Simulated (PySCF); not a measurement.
CH₇FO₂SSi₂, singlet, at a GFN2-xTB geometry, atoms displaced at random by about 0.08 Å a coordinate; PBE0/STO-3G, gradient (PySCF).

Here is a job for PySCF.
```python
from pyscf import gto, scf, dft

mol = gto.M(
    atom='''
Si    1.88169617    1.13834924    0.14888132
F     1.16226585    1.39572492    1.50626222
S     1.24749841   -0.76449959   -0.71526100
Si   -1.21522764   -0.66994506   -0.23158581
C    -1.60226702    0.89630004   -1.02654637
O    -1.92332186   -1.79284912   -0.75434883
O    -1.19417510   -0.57565297    1.67772580
H     3.32065526    0.74135842    0.59138936
H     1.54639517    2.08683573   -0.81964394
H    -2.83192760    0.91395251   -0.86805790
H    -1.48638318    0.97962723   -2.13902006
H    -1.29653211    2.00186872   -0.64561825
H    -1.66450753   -2.63266714   -0.51523739
H    -0.73031449    0.04016954    1.92981074
''',
    basis='sto-3g',
    verbose=4,
)

mf = dft.RKS(mol)
mf.xc = 'pbe0'
mf.grids.level = 5
mf.kernel()
g = mf.nuc_grad_method()
g.grid_response = False
grad = g.kernel()
```

What the program printed (banner, timings and long lists left out):

```
PySCF version 2.14.0

[INPUT] verbose = 4
[INPUT] num. atoms = 14
[INPUT] num. electrons = 82
[INPUT] charge = 0
[INPUT] spin (= nelec alpha-beta = 2S) = 0
[INPUT] symmetry False subgroup None
[INPUT] Mole.unit = angstrom
[INPUT] Symbol           X                Y                Z      unit          X                Y                Z       unit  Magmom
[INPUT]  1 Si     1.881696170000   1.138349240000   0.148881320000 AA    3.555890410943   2.151168297707   0.281344919864 Bohr   0.0
[INPUT]  2 F      1.162265850000   1.395724920000   1.506262220000 AA    2.196364140435   2.637537844030   2.846423067579 Bohr   0.0
[INPUT]  3 S      1.247498410000  -0.764499590000  -0.715261000000 AA    2.357430335730  -1.444694847442  -1.351647397583 Bohr   0.0
[INPUT]  4 Si    -1.215227640000  -0.669945060000  -0.231585810000 AA   -2.296447418602  -1.266012681905  -0.437633755236 Bohr   0.0
[INPUT]  5 C     -1.602267020000   0.896300040000  -1.026546370000 AA   -3.027845846223   1.693761601037  -1.939891493466 Bohr   0.0
[INPUT]  6 O     -1.923321860000  -1.792849120000  -0.754348830000 AA   -3.634551564789  -3.387993819467  -1.425512691086 Bohr   0.0
[INPUT]  7 O     -1.194175100000  -0.575652970000   1.677725800000 AA   -2.256663883775  -1.087826456092   3.170442274117 Bohr   0.0
[INPUT]  8 H      3.320655260000   0.741358420000   0.591389360000 AA    6.275128995496   1.400964373940   1.117563923382 Bohr   0.0
[INPUT]  9 H      1.546395170000   2.086835730000  -0.819643940000 AA    2.922263351650   3.943547996657  -1.548902566259 Bohr   0.0
[INPUT] 10 H     -2.831927600000   0.913952510000  -0.868057900000 AA   -5.351567568597   1.727119934759  -1.640391691265 Bohr   0.0
[INPUT] 11 H     -1.486383180000   0.979627230000  -2.139020060000 AA   -2.808857126360   1.851227168866  -4.042162088351 Bohr   0.0
[INPUT] 12 H     -1.296532110000   2.001868720000  -0.645618250000 AA   -2.450090599604   3.782983618134  -1.220041673521 Bohr   0.0
[INPUT] 13 H     -1.664507530000  -2.632667140000  -0.515237390000 AA   -3.145463363976  -4.975019871742  -0.973657556236 Bohr   0.0
[INPUT] 14 H     -0.730314490000   0.040169540000   1.929810740000 AA   -1.380094370901   0.075909429150   3.646813770844 Bohr   0.0

nuclear repulsion = 569.474963750618
number of shells = 34
number of NR pGTOs = 162
number of NR cGTOs = 54
basis = sto-3g
ecp = {}

******** <class 'pyscf.dft.rks.RKS'> ********
method = RKS
initial guess = minao
damping factor = 0
level_shift factor = 0
DIIS = <class 'pyscf.scf.diis.CDIIS'>
diis_start_cycle = 1
diis_space = 8
diis_damp = 0
SCF conv_tol = 1e-09
SCF conv_tol_grad = None
SCF max_cycles = 50
direct_scf = True
direct_scf_tol = 1e-13
XC library pyscf.dft.libxc version 7.1.2
    S. Lehtola, C. Steigemann, M. J. T. Oliveira, and M. A. L. Marques,  SoftwareX 7, 1–5 (2018)
XC functionals = pbe0
    C. Adamo and V. Barone,  J. Chem. Phys. 110, 6158 (1999)
    M. Ernzerhof and G. E. Scuseria,  J. Chem. Phys. 110, 5029 (1999)
radial grids:
    Treutler-Ahlrichs [JCP 102, 346 (1995); DOI:10.1063/1.469408] (M4) radial grids

becke partition: Becke, JCP 88, 2547 (1988); DOI:10.1063/1.454033
pruning grids: <function nwchem_prune>
grids dens level: 5
symmetrized grids: False
atomic radii adjust function: <function treutler_atomic_radii_adjust>
small_rho_cutoff = 0
Set gradient conv threshold to 3.16228e-05
Initial guess from minao.
tot grids = 467744
init E= -1254.23580709967
  HOMO = -0.332533251785063  LUMO = -0.0851494402930576  gap/eV = 6.73166
cycle= 1 E= -1253.56536809145  delta_E= 0.67  |g|= 0.85  |ddm|=  4.5
  HOMO = 0.0477408800092608  LUMO = 0.179794009176444  gap/eV = 3.59335
cycle= 2 E= -1253.55115337549  delta_E= 0.0142  |g|= 0.939  |ddm|= 3.03
  HOMO = -0.0482010919237047  LUMO = 0.165520282784923  gap/eV = 5.81565
cycle= 3 E= -1253.86237218734  delta_E= -0.311  |g|= 0.17  |ddm|=  1.7
  HOMO = -0.074885971834237  LUMO = 0.157020109078705  gap/eV = 6.31049
cycle= 4 E= -1253.87270348789  delta_E= -0.0103  |g|= 0.0448  |ddm|= 0.362
  HOMO = -0.0720481652403946  LUMO = 0.155850966455719  gap/eV = 6.20145
cycle= 5 E= -1253.87343372519  delta_E= -0.00073  |g|= 0.00741  |ddm|= 0.084
  HOMO = -0.0737717062478495  LUMO = 0.156624117762814  gap/eV = 6.26939
cycle= 6 E= -1253.8734552153  delta_E= -2.15e-05  |g|= 0.0032  |ddm|= 0.0224
  HOMO = -0.0727726521537148  LUMO = 0.156904014505417  gap/eV = 6.24982
cycle= 7 E= -1253.87346023783  delta_E= -5.02e-06  |g|= 0.000398  |ddm|= 0.00774
  HOMO = -0.0728944950002109  LUMO = 0.156785289420494  gap/eV = 6.24991
cycle= 8 E= -1253.87346031736  delta_E= -7.95e-08  |g|= 0.00011  |ddm|= 0.00102
  HOMO = -0.0728962483918739  LUMO = 0.156785437100359  gap/eV = 6.24996
cycle= 9 E= -1253.87346032157  delta_E= -4.21e-09  |g|= 2.78e-05  |ddm|= 0.000206
  HOMO = -0.0728982201730972  LUMO = 0.156787698159618  gap/eV = 6.25007
cycle= 10 E= -1253.87346032191  delta_E= -3.36e-10  |g|= 6.05e-06  |ddm|= 6.72e-05
  HOMO = -0.0728967549767948  LUMO = 0.156787575048636  gap/eV = 6.25003
Extra cycle  E= -1253.87346032191  delta_E= -6.82e-12  |g|= 5.95e-06  |ddm|= 2.31e-05
converged SCF energy = -1253.87346032191

******** <class 'pyscf.grad.rks.Gradients'> for <class 'pyscf.dft.rks.RKS'> ********
unit = Eh/Bohr
grid_response = False
--------------- RKS gradients ---------------
         x                y                z
0 Si    -0.0562650953     0.1036984015     0.0385137289
1 F     0.0431691315    -0.0197840064    -0.0643419152
2 S     0.0602474650    -0.0132902444    -0.0232616045
3 Si    -0.2680308366    -0.2174382891    -0.1855623042
4 C     0.1091190545    -0.0994887152     0.0088213682
5 O     0.1624235573     0.1082831115     0.1173067258
6 O     0.2459966675     0.3178353537     0.1958663474
7 H     0.0294323050    -0.0272715891     0.0214006925
8 H    -0.0059550619    -0.0333041980     0.0140873189
9 H    -0.0694023593    -0.0078482610     0.0157025916
10 H    -0.0029467016     0.0126969933    -0.0184311942
11 H     0.0066835713     0.0725796537     0.0080673579
12 H    -0.0225759614     0.1080657059    -0.0246327233
13 H    -0.2318702944    -0.3047401695    -0.1035515682
----------------------------------------------
```
